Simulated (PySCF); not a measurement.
Mo(S)2(OH)2 (H₂MoO₂S₂), SMILES [OH][Mo]([OH])(=[S])=[S], multiplicity 1. Atoms are numbered in the order given.

```xyz
7

Mo     0.0000     0.0000    -0.2331
S     -1.6961     0.0000     1.0193
S      1.6961     0.0000     1.0193
O      0.0000     1.5109    -1.2942
H      0.0000     2.4462    -1.0599
O      0.0000    -1.5109    -1.2942
H      0.0000    -2.4462    -1.0599
```

The structure is a stationary point at PBE0-D3(BJ)/def2-SVP. A frequency run showed that this geometry is not a minimum. The multiplicity is an assumed one; other spin states were not compared. The def2 effective core potentials stand for the cores of Mo; spin–orbit coupling is left out. One conformer was computed; it need not be the lowest.

Calculation: PBE/def2-TZVP (PySCF).

Symmetry labels are those of the subgroup C2v that the program uses (full group C2v).

**Question.** List the valence orbital energies around the gap with their symmetry. (Estimate from the structure and the level; the computed values follow.)

**Answer.** 
```json
[
 {"orbital": "HOMO−7", "symmetry": "B1", "energy (eV)": "-9.49"},
 {"orbital": "HOMO−6", "symmetry": "B2", "energy (eV)": "-8.87"},
 {"orbital": "HOMO−5", "symmetry": "A1", "energy (eV)": "-8.46"},
 {"orbital": "HOMO−4", "symmetry": "B1", "energy (eV)": "-7.85"},
 {"orbital": "HOMO−3", "symmetry": "A1", "energy (eV)": "-7.72"},
 {"orbital": "HOMO−2", "symmetry": "B2", "energy (eV)": "-7.15"},
 {"orbital": "HOMO−1", "symmetry": "A2", "energy (eV)": "-6.78"},
 {"orbital": "HOMO", "symmetry": "B1", "energy (eV)": "-6.00"},
 {"orbital": "LUMO", "symmetry": "A1", "energy (eV)": "-3.74"},
 {"orbital": "LUMO+1", "symmetry": "A2", "energy (eV)": "-3.36"},
 {"orbital": "LUMO+2", "symmetry": "B2", "energy (eV)": "-2.51"},
 {"orbital": "LUMO+3", "symmetry": "A1", "energy (eV)": "-2.07"}
]
```
